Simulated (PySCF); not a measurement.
## How methods differ on the electron affinity of Te

Te⁻ [Kr] 4d10 5s2 5p5 (2P) → Te [Kr] 4d10 5s2 5p4 (3P), as a difference of total energies. Computed with PySCF 2.14 in x2c-TZVPPall with one added diffuse shell each of s, p, d, f type (9s7p5d3f, 76 functions), with the spin-free X2C one-electron Hamiltonian (Gaussian nucleus). Correlated levels: valence: [Kr] 4d10 frozen; valence and next inner shell: [Ar] 3d10 frozen. The calculations carry no spin-orbit coupling.

```json
{"method": "UHF", "electron affinity (eV)": "1.076", "plus first-order spin-orbit estimate": "1.046", "error of that sum (eV)": "-0.925"}
{"method": "LDA", "electron affinity (eV)": "2.335", "plus first-order spin-orbit estimate": "2.305", "error of that sum (eV)": "+0.334"}
{"method": "PBE", "electron affinity (eV)": "2.087", "plus first-order spin-orbit estimate": "2.058", "error of that sum (eV)": "+0.087"}
{"method": "PBE0", "electron affinity (eV)": "2.047", "plus first-order spin-orbit estimate": "2.017", "error of that sum (eV)": "+0.046"}
{"method": "r2SCAN", "electron affinity (eV)": "2.063", "plus first-order spin-orbit estimate": "2.034", "error of that sum (eV)": "+0.063"}
{"method": "HSE06", "electron affinity (eV)": "2.089", "plus first-order spin-orbit estimate": "2.060", "error of that sum (eV)": "+0.089"}
{"method": "LC-wPBE", "electron affinity (eV)": "2.023", "plus first-order spin-orbit estimate": "1.994", "error of that sum (eV)": "+0.023"}
{"method": "TPSSh", "electron affinity (eV)": "2.063", "plus first-order spin-orbit estimate": "2.033", "error of that sum (eV)": "+0.062"}
{"method": "wB97M-V", "electron affinity (eV)": "2.035", "plus first-order spin-orbit estimate": "2.005", "error of that sum (eV)": "+0.034"}
{"method": "MP2 (valence)", "electron affinity (eV)": "1.844", "plus first-order spin-orbit estimate": "1.815", "error of that sum (eV)": "-0.156"}
{"method": "SCS-MP2 (valence)", "electron affinity (eV)": "1.841", "plus first-order spin-orbit estimate": "1.811", "error of that sum (eV)": "-0.160"}
{"method": "MP2 (valence and next inner shell)", "electron affinity (eV)": "1.897", "plus first-order spin-orbit estimate": "1.867", "error of that sum (eV)": "-0.104"}
{"method": "SCS-MP2 (valence and next inner shell)", "electron affinity (eV)": "1.869", "plus first-order spin-orbit estimate": "1.839", "error of that sum (eV)": "-0.132"}
```

Reference: 1.971 eV (measured; photodetachment measurements, as compiled on the Wikipedia data page of electron affinities).

A first-order spin-orbit estimate (lowest level to lowest level, LS coupling) adds -0.029 eV.

Errors of the correlated levels include the incompleteness of this basis and the frozen core.

In the anion the highest occupied orbital energy is positive at LDA, PBE, r2SCAN, HSE06, TPSSh, a self-interaction effect; the basis confines that electron, and the energy difference can still be sensible.
